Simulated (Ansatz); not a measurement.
Ansatz (a first-principles code) input:

Ansatz 0.2 input:
```yaml
crystal:
  periodic: [false, false, false]
  atoms:
    - {symbol: F, position_ang: [-0.00000000, -0.00000000, -2.39460935]}
    - {symbol: Be, position_ang: [-0.00000000, -0.00000000, -1.02112806]}
    - {symbol: Be, position_ang: [0.00000000, 0.00000000, 1.02112806]}
    - {symbol: F, position_ang: [0.00000000, 0.00000000, 2.39460935]}
basis:
  gaussian:
    orbitals: def2-TZVP
hamiltonian:
  xc: {name: wB97X-V}
relax: {f_tol: 0.003, max_steps: 100}
```

Task: What final total energy does it print?

Result: -229.34768 Eh (wB97X-V/def2-TZVP). The basis has 100 functions.
